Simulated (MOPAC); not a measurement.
MOPAC input (PM7):

```
PM7 PRECISE GNORM=0.05 LET XYZ GEO-OK AUX(PRECISION=9) THREADS=1
C4H9N

C    -1.53979150 1    0.26545639 1    0.27089219 1
C    -0.62338202 1   -0.98154047 1    0.20237947 1
C     0.59707019 1   -0.03733106 1    0.27862315 1
C    -0.32373306 1    1.12397970 1   -0.15764146 1
N     1.71320044 1   -0.34677875 1   -0.60216196 1
H    -1.85565850 1    0.48487070 1    1.29119961 1
H    -2.41652261 1    0.27983329 1   -0.37473893 1
H    -0.66443027 1   -1.45559828 1   -0.77908749 1
H    -0.72968169 1   -1.74198353 1    0.97616781 1
H     0.89113256 1    0.10039388 1    1.32883462 1
H    -0.18380706 1    2.09367149 1    0.32031273 1
H    -0.28014244 1    1.24464730 1   -1.24079997 1
H     2.17970751 1   -1.19598411 1   -0.30018422 1
H     2.40601783 1    0.39421310 1   -0.57209056 1
```

From the last part of the output:

```
                                                       MOPAC v23.2.5 Linux

          FINAL HEAT OF FORMATION =          5.22601 KCAL/MOL =      21.86561 KJ/MOL

          COSMO AREA              =        118.32 SQUARE ANGSTROMS
          COSMO VOLUME            =        105.27 CUBIC ANGSTROMS

          GRADIENT NORM           =          0.02300          =       0.00615 PER ATOM
          IONIZATION POTENTIAL    =          9.332727 EV
          HOMO LUMO ENERGIES (EV) =         -9.333  3.514
          NO. OF FILLED LEVELS    =         15
          MOLECULAR WEIGHT        =         71.1218         POINT GROUP:  Cs

          MOLECULAR DIMENSIONS (Angstroms)

            Atom       Atom       Distance
            H    13    H     6     4.82308
            H    12    H     9     3.89291
            H     7    H    10     3.06176

          SCF CALCULATIONS        =         42

   ATOM   CHEMICAL          X               Y               Z
  NUMBER   SYMBOL      (ANGSTROMS)     (ANGSTROMS)     (ANGSTROMS)

     1       C         -1.52432530  *   0.23067203  *   0.08014869  *
     2       C         -0.59706259  *  -0.98122392  *   0.35766384  *
     3       C          0.64357994  *  -0.03267723  *   0.34473969  *
     4       C         -0.29126840  *   1.16716963  *  -0.00958809  *
     5       N          1.59101431  *  -0.35110213  *  -0.72908164  *
     6       H         -2.21463532  *   0.46772138  *   0.89208372  *
     7       H         -2.09784314  *   0.15382056  *  -0.84695743  *
     8       H         -0.58909062  *  -1.72531367  *  -0.44515450  *
     9       H         -0.77097809  *  -1.49064129  *   1.30487919  *
    10       H          1.12242132  *   0.06882339  *   1.33714756  *
    11       H         -0.27637092  *   1.98429894  *   0.71087156  *
    12       H         -0.11899604  *   1.57741661  *  -1.00973727  *
    13       H          2.05120592  *  -1.23324266  *  -0.58148530  *
    14       H          2.27952125  *   0.37112272  *  -0.85581949  *

                             CARTESIAN COORDINATES

   1    C       -1.524325302     0.230672025     0.080148690
   2    C       -0.597062590    -0.981223922     0.357663836
   3    C        0.643579941    -0.032677230     0.344739691
   4    C       -0.291268402     1.167169629    -0.009588088
   5    N        1.591014315    -0.351102133    -0.729081637
   6    H       -2.214635323     0.467721382     0.892083716
   7    H       -2.097843139     0.153820556    -0.846957430
   8    H       -0.589090617    -1.725313674    -0.445154504
   9    H       -0.770978091    -1.490641295     1.304879189
  10    H        1.122421320     0.068823386     1.337147564
  11    H       -0.276370917     1.984298942     0.710871556
  12    H       -0.118996042     1.577416613    -1.009737275
  13    H        2.051205918    -1.233242659    -0.581485303
  14    H        2.279521249     0.371122718    -0.855819487

           Empirical Formula: C4 H9 N  =    14 atoms

      MOLECULAR POINT GROUP   :   Cs

                  EIGENVALUES
 -35.46678 -29.58616 -22.92904 -22.16894 -18.27164 -17.25848 -16.54926 -15.88228
 -14.32450 -13.27533 -12.69754 -11.63982 -11.44165 -11.20629  -9.33273   3.51413
   3.51636   3.73972   3.75836   5.34609   5.40264   5.72270   5.96102   6.23022
   6.41648   6.58929   6.64351   6.77873   7.14451

              NET ATOMIC CHARGES AND DIPOLE CONTRIBUTIONS

  ATOM NO.   TYPE          CHARGE      No. of ELECS.   s-Pop       p-Pop
    1          C          -0.265122        4.2651     1.06334     3.20179
    2          C          -0.294001        4.2940     1.07145     3.22255
    3          C           0.050877        3.9491     1.07187     2.87725
    4          C          -0.294004        4.2940     1.07145     3.22255
    5          N          -0.663165        5.6632     1.63180     4.03136
    6          H           0.134218        0.8658     0.86578
    7          H           0.141604        0.8584     0.85840
    8          H           0.155463        0.8445     0.84454
    9          H           0.134150        0.8659     0.86585
   10          H           0.106666        0.8933     0.89333
   11          H           0.134151        0.8658     0.86585
   12          H           0.155462        0.8445     0.84454
   13          H           0.251850        0.7481     0.74815
   14          H           0.251851        0.7481     0.74815
 DIPOLE           X         Y         Z       TOTAL
 POINT-CHG.     0.041     0.160     0.971     0.985
 HYBRID         0.777    -0.025     0.498     0.923
 SUM            0.818     0.135     1.469     1.686

          ATOMIC ORBITAL ELECTRON POPULATIONS

     Atom    s        px        py        pz
    1  C   1.06334   1.02769   1.01930   1.15480
    2  C   1.07145   1.02251   1.04351   1.15653
    3  C   1.07187   0.92395   1.00164   0.95166
    4  C   1.07145   1.02408   1.03589   1.16258
    5  N   1.63180   1.31837   1.18999   1.52300
    6  H   0.86578
    7  H   0.85840
    8  H   0.84454
    9  H   0.86585
   10  H   0.89333
   11  H   0.86585
   12  H   0.84454
   13  H   0.74815
   14  H   0.74815

 **********************
 *                    *
 * JOB ENDED NORMALLY *
 *                    *
 **********************

 == MOPAC DONE ==
```
